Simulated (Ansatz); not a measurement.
Q: Name a neutral molecule of C, Si, Te and H with HOMO–LUMO gap (PBE0/def2-TZVPP) between 5.05 and 5.35 eV and size of the dipole moment (PBE/def2-TZVPP) between 0.60 and 0.90 D (Ansatz, PBE0-D4/def2-TZVP geometry).

A: `[SiH3]C([SiH3])[TeH]` (5.27 eV, 0.62 D); `[SiH3][SiH2]C[TeH]` (5.33 eV, 0.89 D). Other molecules can fit too; these were computed, each in one conformer that needn't be the lowest.
